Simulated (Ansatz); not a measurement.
Reaction (homolysis of the O–Si bond): `N[SiH2]O[Si](N)(Cl)Cl` → `N[SiH2][O]`• + `N[Si](Cl)Cl`•

Isolated molecules relaxed with PBE0-D4/def2-TZVP in Ansatz; ΔE leaves out vibrations. CCSD(T)/CBS adds triple-zeta CCSD(T) − MP2 to the extrapolated MP2 energy (def2 sets, frozen cores). This one scheme is used for every species. DFT in def2-TZVPP. Open shells (•) are unrestricted, without spin–orbit coupling. Each species was taken in one conformer, which may not be the lowest.

`N[SiH2]O[Si](N)(Cl)Cl`:

Z-matrix (Å, degrees):
```
Si
O 1 1.659
N 1 1.700 2 115.2
H 1 1.479 2 105.3 3 119.6
H 1 1.480 2 106.7 3 -120.1
Si 2 1.607 1 139.1 3 25.9
H 3 1.007 1 121.0 2 -75.6
H 3 1.007 1 121.4 2 74.8
N 6 1.684 2 109.1 1 165.8
Cl 6 2.042 2 112.4 1 -74.7
Cl 6 2.062 2 107.5 1 41.1
H 9 1.006 6 121.0 2 166.3
H 9 1.007 6 120.2 2 -43.7
```

`N[SiH2][O]`•:

Z-matrix (Å, degrees):
```
Si
O 1 1.658
N 1 1.699 2 120.6
H 1 1.485 2 106.9 3 -122.0
H 1 1.491 2 98.7 3 119.0
H 3 1.007 1 122.3 2 66.1
H 3 1.006 1 121.2 2 -87.3
```

`N[Si](Cl)Cl`•:

Cartesian coordinates in Å:
```
N 0.917 0.018 0.059
Si -0.692 -0.367 -0.348
Cl -1.524 1.322 -1.184
Cl -1.646 -0.895 1.400
H 1.503 0.507 -0.600
H 1.442 -0.584 0.673
```

Task: What is ΔE at CCSD(T)/CBS? (Estimate.)

Result: The calculation gave: +597.7 kJ/mol.

Task: What do these levels give: r2SCAN-D4, ωB97M-V, r2SCAN, HF/def2-TZVPP, MP2/def2-QZVPP, HF/CBS(def2)? (Estimate.)

Result: Ansatz gave: r2SCAN-D4 549.9, ωB97M-V 587.0, r2SCAN 544.9, HF/def2-TZVPP 458.6, MP2/def2-QZVPP 631.6, HF/CBS(def2) 459.6 kJ/mol.

Largest T1 diagnostic among the species: 0.018.

From PBE to PBE0 (25 % exact exchange), in def2-TZVPP and without D4, ΔE moves by +19.7 kJ/mol. The D4 term adds +25.8 kJ/mol with B3LYP and +14.9 kJ/mol with PBE0; it sums over pairs of atoms, weighted by their polarisabilities, and B3LYP, whose exchange is more repulsive, gets the larger term.

B3LYP here is the variant with VWN-RPA as its local correlation; programs differ in this.
